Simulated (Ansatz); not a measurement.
## Molecular dynamics of Cl₃H₃OSn

Input:

```yaml
crystal:
  periodic: [false, false, false]
  atoms:
    - { symbol: Sn, position_ang: [0.053531, -0.168423, -0.058375] }
    - { symbol: O, position_ang: [-0.056763, -0.20869, 1.990968] }
    - { symbol: H, position_ang: [-0.894995, 0.048601, 2.401547] }
    - { symbol: H, position_ang: [1.597172, 0.059133, -0.705271] }
    - { symbol: Cl, position_ang: [-1.117092, 1.859677, -0.290592] }
    - { symbol: Cl, position_ang: [-1.423074, -1.692417, -1.006464] }
    - { symbol: Cl, position_ang: [1.29571, -2.395858, 1.319748] }
    - { symbol: H, position_ang: [0.538611, -1.377523, 2.04614] }
basis:
  gaussian: { orbitals: def2-SVP }
hamiltonian:
  xc: pbe0
md:
  timestep: 0.5
  n_steps: 200
  ensemble: nve
  temperature: 100.0
  initial_velocities: maxwell_boltzmann
  seed: 8171
```

Command:

```bash
$ ansatz run input.yaml --threads 4 --pin off --max-ram 5120MiB --backend cpu --events-out ev --progress --plain --runs-dir out
```

It starts at the highest image of a converged band, a first-order saddle point between two minima.

Output, in part (one step line in 7, the closing report, with atoms numbered from 0):

```
md step     0: t =     0.00 fs  T =   100.0 K  F+E_penalty+E_count = -45470.25425291 eV  E_kin = 0.077556 eV  conserved = -45470.17669691 eV  (25 SCF iters)
md step     7: t =     3.50 fs  T =    92.7 K  F+E_penalty+E_count = -45470.24859535 eV  E_kin = 0.071928 eV  conserved = -45470.17666700 eV  (22 SCF iters)
md step    14: t =     7.00 fs  T =    87.9 K  F+E_penalty+E_count = -45470.24484338 eV  E_kin = 0.068177 eV  conserved = -45470.17666652 eV  (23 SCF iters)
md step    21: t =    10.50 fs  T =    85.5 K  F+E_penalty+E_count = -45470.24301607 eV  E_kin = 0.066345 eV  conserved = -45470.17667136 eV  (22 SCF iters)
md step    28: t =    14.00 fs  T =    82.2 K  F+E_penalty+E_count = -45470.24041646 eV  E_kin = 0.063751 eV  conserved = -45470.17666522 eV  (22 SCF iters)
md step    35: t =    17.50 fs  T =    89.4 K  F+E_penalty+E_count = -45470.24598192 eV  E_kin = 0.069302 eV  conserved = -45470.17667944 eV  (23 SCF iters)
md step    42: t =    21.00 fs  T =    99.1 K  F+E_penalty+E_count = -45470.25353246 eV  E_kin = 0.076839 eV  conserved = -45470.17669327 eV  (22 SCF iters)
md step    49: t =    24.50 fs  T =   102.9 K  F+E_penalty+E_count = -45470.25648250 eV  E_kin = 0.079819 eV  conserved = -45470.17666377 eV  (22 SCF iters)
md step    56: t =    28.00 fs  T =   111.8 K  F+E_penalty+E_count = -45470.26340665 eV  E_kin = 0.086703 eV  conserved = -45470.17670356 eV  (22 SCF iters)
md step    63: t =    31.50 fs  T =   112.8 K  F+E_penalty+E_count = -45470.26409509 eV  E_kin = 0.087449 eV  conserved = -45470.17664583 eV  (23 SCF iters)
md step    70: t =    35.00 fs  T =   125.9 K  F+E_penalty+E_count = -45470.27440070 eV  E_kin = 0.097679 eV  conserved = -45470.17672194 eV  (23 SCF iters)
md step    77: t =    38.50 fs  T =   125.5 K  F+E_penalty+E_count = -45470.27398763 eV  E_kin = 0.097332 eV  conserved = -45470.17665580 eV  (22 SCF iters)
md step    84: t =    42.00 fs  T =   136.9 K  F+E_penalty+E_count = -45470.28292595 eV  E_kin = 0.106198 eV  conserved = -45470.17672795 eV  (22 SCF iters)
md step    91: t =    45.50 fs  T =   132.6 K  F+E_penalty+E_count = -45470.27950427 eV  E_kin = 0.102849 eV  conserved = -45470.17665513 eV  (25 SCF iters)
md step    98: t =    49.00 fs  T =   139.2 K  F+E_penalty+E_count = -45470.28462695 eV  E_kin = 0.107931 eV  conserved = -45470.17669547 eV  (22 SCF iters)
md step   105: t =    52.50 fs  T =   137.0 K  F+E_penalty+E_count = -45470.28290843 eV  E_kin = 0.106236 eV  conserved = -45470.17667258 eV  (22 SCF iters)
md step   112: t =    56.00 fs  T =   139.4 K  F+E_penalty+E_count = -45470.28478810 eV  E_kin = 0.108094 eV  conserved = -45470.17669419 eV  (22 SCF iters)
md step   119: t =    59.50 fs  T =   140.0 K  F+E_penalty+E_count = -45470.28527208 eV  E_kin = 0.108563 eV  conserved = -45470.17670913 eV  (23 SCF iters)
md step   126: t =    63.00 fs  T =   134.3 K  F+E_penalty+E_count = -45470.28077048 eV  E_kin = 0.104121 eV  conserved = -45470.17664941 eV  (23 SCF iters)
md step   133: t =    66.50 fs  T =   142.5 K  F+E_penalty+E_count = -45470.28722641 eV  E_kin = 0.110512 eV  conserved = -45470.17671421 eV  (23 SCF iters)
md step   140: t =    70.00 fs  T =   137.7 K  F+E_penalty+E_count = -45470.28343184 eV  E_kin = 0.106803 eV  conserved = -45470.17662919 eV  (22 SCF iters)
md step   147: t =    73.50 fs  T =   152.6 K  F+E_penalty+E_count = -45470.29507261 eV  E_kin = 0.118327 eV  conserved = -45470.17674521 eV  (23 SCF iters)
md step   154: t =    77.00 fs  T =   148.4 K  F+E_penalty+E_count = -45470.29173713 eV  E_kin = 0.115094 eV  conserved = -45470.17664284 eV  (22 SCF iters)
md step   161: t =    80.50 fs  T =   160.9 K  F+E_penalty+E_count = -45470.30148311 eV  E_kin = 0.124754 eV  conserved = -45470.17672957 eV  (24 SCF iters)
md step   168: t =    84.00 fs  T =   161.0 K  F+E_penalty+E_count = -45470.30149459 eV  E_kin = 0.124830 eV  conserved = -45470.17666500 eV  (22 SCF iters)
md step   175: t =    87.50 fs  T =   165.3 K  F+E_penalty+E_count = -45470.30485693 eV  E_kin = 0.128179 eV  conserved = -45470.17667811 eV  (23 SCF iters)
md step   182: t =    91.00 fs  T =   170.4 K  F+E_penalty+E_count = -45470.30883313 eV  E_kin = 0.132129 eV  conserved = -45470.17670374 eV  (25 SCF iters)
md step   189: t =    94.50 fs  T =   166.3 K  F+E_penalty+E_count = -45470.30562963 eV  E_kin = 0.128966 eV  conserved = -45470.17666316 eV  (22 SCF iters)
md step   196: t =    98.00 fs  T =   169.5 K  F+E_penalty+E_count = -45470.30817213 eV  E_kin = 0.131437 eV  conserved = -45470.17673463 eV  (23 SCF iters)
md step   200: t =   100.00 fs  T =   163.7 K  F+E_penalty+E_count = -45470.30363850 eV  E_kin = 0.126942 eV  conserved = -45470.17669624 eV  (25 SCF iters)
Total energy: -45470.30366622 eV, -1671.0028388548 hartree
Atom 0 at    -0.072736    -0.138709    -0.047605 Å, force     0.122158     0.464363     0.237242 eV/Å
Atom 1 at    -0.202651    -0.407491     1.934704 Å, force     0.040669    -0.010886    -0.365434 eV/Å
Atom 2 at    -0.616102     0.329069     2.398574 Å, force    -0.084515     0.059706     0.102973 eV/Å
Atom 3 at     1.518301    -0.190150    -0.601870 Å, force     0.064637     0.026120    -0.063787 eV/Å
Atom 4 at    -0.976963     2.018588    -0.411146 Å, force     0.108953    -0.347494     0.132613 eV/Å
Atom 5 at    -1.477701    -1.654620    -1.063913 Å, force    -0.236600    -0.201168    -0.120500 eV/Å
Atom 6 at     1.684211    -2.592585     1.482711 Å, force    -0.274125     0.215641     0.198052 eV/Å
Atom 7 at     0.854243    -1.752013     2.099320 Å, force     0.258823    -0.206283    -0.121159 eV/Å
Dipole moment:     0.096454     0.342278     0.157176 e Å
```

All steps were run. The conserved energy stayed within 0.0094 meV per atom of its start (net change 0.00013 meV per atom), so the integration is sound. The kinetic energy rose, since the run started high on the potential surface and went downhill. It ends in pieces (Cl2H2OSn + ClH), so much of that is their flight and rotation, not heat. A run of 0.1 ps of so small a system gives no equilibrium averages. The orbitals stay closed-shell, which can raise the energy where a bond breaks towards radicals; this wasn't checked here.

Between its relaxed ends the band would form Sn1–Cl7, O2–H8 and break Cl7–H8. These pairs go: Sn1–Cl7 2.90 → 3.38 Å, O2–H8 1.31 → 1.72 Å, Cl7–H8 1.46 → 1.33 Å. In the last frame they stand as before the step (other bonds may differ from the relaxed reactants and products). It ends as Cl2H2OSn + ClH. Pairs count as bonded within 1.25 times the sum of covalent radii (0.12 Å more for H–H).

Last frame:

```xyz
8
Properties=species:S:1:pos:R:3
Sn -0.073 -0.139 -0.048
O -0.203 -0.407 1.935
H -0.616 0.329 2.399
H 1.518 -0.190 -0.602
Cl -0.977 2.019 -0.411
Cl -1.478 -1.655 -1.064
Cl 1.684 -2.593 1.483
H 0.854 -1.752 2.099
```

Run time: 4.3 min on 4 threads of Intel(R) Xeon(R) Platinum 8488C (Sapphire Rapids) (shared host), peak memory 0.31 GiB.
